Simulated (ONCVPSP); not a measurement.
## Logarithmic derivatives: carbon, ONCV

carbon (C), optimised norm-conserving Vanderbilt (ONCV), made with ONCVPSP 4.0.1 (PBEsol, non-relativistic). Core [He], reference 2s2 2p2. Waves: 2s: rc 1.40 bohr, ncon 3, nbas 7, qcut 4.9 1/bohr, 2 projectors, debl 2.3 Ha; 2p: rc 1.95 bohr, ncon 4, nbas 8, qcut 6.1 1/bohr, 3 projectors, debl 1.5 Ha; d scattering state at 0.39 Ha: rc 1.95 bohr, ncon 5, nbas 9, qcut 5.2 1/bohr, 1 projector. Local part: polynomial inside 1.10 bohr (lpopt 3, dvloc0 6 Ha). Core correction: none.

The phase is arctan(r·R′/R) of the radial function R(r), unwrapped; energies in Ha, scanned from -2 to 5 Ha. A pole is an energy at which the radial function vanishes at the test radius. The pseudo phase is shifted by a multiple of π to meet the all-electron one at the reference energy, and phase errors are pseudo minus all-electron; the curves can meet again beyond the range given. Levels narrower than the energy grid can be missing from the lists of poles.

Task: For each channel, where are the poles, and over which energies does the pseudopotential scatter like the atom?

Result:

```json
{"channel": "s", "radius (bohr)": "1.42", "reference energy (Ha)": "-0.50", "poles, all-electron": "1.67", "poles, pseudo": "1.67", "unbroken range about the reference energy with phases within 0.05 rad": "below 4.9", "phase error 1 Ha above the reference energy (rad)": "-0.000"}
{"channel": "p", "radius (bohr)": "1.98", "reference energy (Ha)": "-0.19", "poles, all-electron": "0.34, 4.40", "poles, pseudo": "0.34, 4.40", "unbroken range about the reference energy with phases within 0.05 rad": "the whole range", "phase error 1 Ha above the reference energy (rad)": "+0.000"}
{"channel": "d", "radius (bohr)": "1.98", "reference energy (Ha)": "0.39", "poles, all-electron": "2.73", "poles, pseudo": "2.76", "unbroken range about the reference energy with phases within 0.05 rad": "below 4.1", "phase error 1 Ha above the reference energy (rad)": "+0.001"}
```

Phases in the s channel:

```
E (Ha)  all-electron  pseudo
 -1.98         0.639   0.638
 -1.80         0.507   0.506
 -1.62         0.340   0.339
 -1.44         0.136   0.136
 -1.26        -0.097  -0.097
 -1.08        -0.340  -0.340
 -0.90        -0.566  -0.566
 -0.72        -0.758  -0.758
 -0.54        -0.915  -0.914
 -0.36        -1.039  -1.039
 -0.18        -1.137  -1.137
  0.00        -1.217  -1.217
  0.18        -1.282  -1.282
  0.36        -1.335  -1.335
  0.54        -1.381  -1.381
  0.72        -1.421  -1.421
  0.90        -1.455  -1.456
  1.08        -1.486  -1.486
  1.26        -1.514  -1.514
  1.44        -1.540  -1.540
  1.62        -1.564  -1.564
  1.80        -1.587  -1.587
  1.98        -1.609  -1.609
  2.16        -1.630  -1.630
  2.34        -1.651  -1.651
  2.52        -1.672  -1.672
  2.70        -1.694  -1.694
  2.88        -1.716  -1.716
  3.06        -1.739  -1.740
  3.24        -1.764  -1.765
  3.42        -1.792  -1.793
  3.60        -1.821  -1.824
  3.78        -1.855  -1.859
  3.96        -1.893  -1.899
  4.14        -1.938  -1.946
  4.32        -1.992  -2.004
  4.50        -2.057  -2.075
  4.68        -2.138  -2.166
  4.86        -2.241  -2.285
```
